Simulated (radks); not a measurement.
B2+, configuration [He] 2s1 (the NIST ground configuration). Method: non-relativistic Kohn-Sham, LDA (Slater exchange, Perdew-Wang correlation), spin-unpolarised, spherical densities, point nucleus; without spin polarisation the odd electron is poorly described; computed with a radial shooting solver on a logarithmic mesh with Libxc functionals.

Unscreened Slater integrals over Kohn-Sham orbitals (hartree). Empty in this configuration: 2p.

\begin{tabular}{lr}
integral & value \\ \hline
F0(2s,2s) & 0.54895 \\
F0(2s,1s) & 0.76881 \\
G0(2s,1s) & 0.063359 \\
F0(2s,2p) & 0.55822 \\
G1(2s,2p) & 0.34378 \\
F0(1s,1s) & 2.8548 \\
F0(1s,2p) & 0.79276 \\
G1(1s,2p) & 0.094920 \\
F0(2p,2p) & 0.57323 \\
F2(2p,2p) & 0.27087 \\
\end{tabular}
